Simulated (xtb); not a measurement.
ClTe, charge +1, singlet, geometry from GFN2-xTB. Base run: GFN2-xTB (xtb 6.7.1).

Geometry (Å):
```xyz
2

Te     0.0000     0.0000    -0.5466
Cl     0.0000     0.0000     1.6720
```
Charge +1, spin multiplicity 1.
All else is at xtb's defaults.
Base energy -7.09587 Eh.

Variants of this job, named by their change:

```tsv
change	ΔE vs base (mEh)	HOMO-LUMO gap (eV)	SCF cycles
base	0.000	0.00	20
acc = 1000	0.000	0.00	14
acc = 30	0.000	0.00	16
acc = 0.0001	0.000	0.00	26
alpb = hexane	-58.192	0.00	19
```

ALPB and GBSA are two models with their own fitted parameters for each solvent, which aren't always the measured dielectric constant.
